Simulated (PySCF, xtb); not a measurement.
CH5BO3. Atoms are numbered in the order given.

```xyz
10

B      0.0414     0.5113     0.0000
O      0.8030     1.6505     0.0000
H      0.3050     2.4736     0.0000
O     -1.3345     0.4870     0.0000
H     -1.7635     1.3484     0.0000
O      0.7158    -0.6670     0.0000
C      0.0342    -1.9008     0.0000
H     -0.6065    -2.0156     0.8915
H      0.7840    -2.7061     0.0000
H     -0.6065    -2.0156    -0.8915
```

The structure is a stationary point at B3LYP-D3(BJ)/def2-SVP. One conformer was computed; it need not be the lowest.

Level of theory: C-PCM-PBE0/def2-SVP in PySCF 2.14.0.

The values are the electrostatic part of the solvation free energy, E(continuum) − E(gas) at the gas-phase geometry, in a cavity of scaled van der Waals radii (PySCF's table); cavitation and dispersion terms are not included. In vacuum the orbital gap is 8.99 eV. The dipole moment in vacuum is 2.92 D.

| solvent | ε | ΔG(elec) (kcal/mol) | dipole (D) | gap (eV) |
|---|---|---|---|---|
| water | 78.36 | -10.4 | 3.55 | 9.86 |
| dimethylsulfoxide | 46.83 | -10.3 | 3.55 | 9.85 |
| ethanol | 24.85 | -10.1 | 3.53 | 9.83 |

For comparison, GFN2-xTB/ALPB(water) (xtb, at the GFN2-xTB geometry, all terms of that model) gives -10.3 kcal/mol.
